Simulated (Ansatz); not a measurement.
Consider the formal hydrolysis of the Sn–N bond: `[BH2][SnH2][NH2]` + H₂O → `[BH2][SnH2][OH]` + NH₃.

Program: Ansatz. Geometries: PBE0-D4/def2-TZVP. ΔE: electronic, gas phase. CCSD(T)/CBS is the MP2 limit (def2-TZVPP, def2-QZVPP) plus CCSD(T) − MP2 in def2-TZVPP, frozen cores. This one scheme is used for every species. DFT in def2-TZVPP. B3LYP here is the variant with VWN-RPA as its local correlation; programs differ in this. HSE06 is defined as in plane-wave codes. Elements past krypton have def2 core potentials. For Sn outer-core shells are correlated without core-valence functions, which leaves a few kJ/mol of doubt a bond. Each species was taken in one conformer, which may not be the lowest.

```json
{"level": "PBE-D4", "ΔE (kJ/mol)": "-26.8", "difference from CCSD(T)/CBS": "-2.9"}
{"level": "r2SCAN-D4", "ΔE (kJ/mol)": "-29.6", "difference from CCSD(T)/CBS": "-5.7"}
{"level": "PBE0-D4", "ΔE (kJ/mol)": "-24.3", "difference from CCSD(T)/CBS": "-0.4"}
{"level": "B3LYP-D4", "ΔE (kJ/mol)": "-28.5", "difference from CCSD(T)/CBS": "-4.6"}
{"level": "r2SCANh-D4", "ΔE (kJ/mol)": "-28.3", "difference from CCSD(T)/CBS": "-4.4"}
{"level": "BHLYP-D4", "ΔE (kJ/mol)": "-27.5", "difference from CCSD(T)/CBS": "-3.6"}
{"level": "CAM-B3LYP-D4", "ΔE (kJ/mol)": "-29.2", "difference from CCSD(T)/CBS": "-5.3"}
{"level": "ωB97M-V", "ΔE (kJ/mol)": "-26.7", "difference from CCSD(T)/CBS": "-2.8"}
{"level": "revPBE", "ΔE (kJ/mol)": "-29.6", "difference from CCSD(T)/CBS": "-5.7"}
{"level": "HSE06", "ΔE (kJ/mol)": "-25.5", "difference from CCSD(T)/CBS": "-1.6"}
{"level": "RPA@PBE/def2-TZVPP", "ΔE (kJ/mol)": "-23.9", "difference from CCSD(T)/CBS": "0.0"}
{"level": "MP2/def2-SVP", "ΔE (kJ/mol)": "-26.4", "difference from CCSD(T)/CBS": "-2.5"}
{"level": "HF/def2-TZVPP", "ΔE (kJ/mol)": "-30.4", "difference from CCSD(T)/CBS": "-6.5"}
{"level": "MP2/def2-TZVPP", "ΔE (kJ/mol)": "-22.0", "difference from CCSD(T)/CBS": "1.9"}
{"level": "CCSD(T)/def2-TZVPP", "ΔE (kJ/mol)": "-23.0", "difference from CCSD(T)/CBS": "0.9"}
{"level": "HF/CBS(def2)", "ΔE (kJ/mol)": "-31.1", "difference from CCSD(T)/CBS": "-7.2"}
{"level": "CCSD(T)/CBS", "ΔE (kJ/mol)": "-23.9", "difference from CCSD(T)/CBS": "0"}
```

(1) What do rigid-rotor, harmonic-oscillator terms from PBE0-D4/def2-TZVP frequencies (298.15 K, 1 bar) make of the CCSD(T)/CBS value? (Best estimate.)

Largest T1 diagnostic among the species: 0.014.

## Answers

(1) Computed: ΔZPE = +1.9 kJ/mol, ΔH = -22.2 kJ/mol, ΔS = 2 J/(mol·K), ΔG = -22.9 kJ/mol.

From r2SCAN to r2SCAN0 (25 % exact exchange), in def2-TZVPP and without D4, ΔE moves by +3.1 kJ/mol. In def2-TZVPP, CCSD(T) changes the Hartree–Fock value by +7.4 kJ/mol (the triples alone add +0.4 kJ/mol) and MP2 by +8.4 kJ/mol.
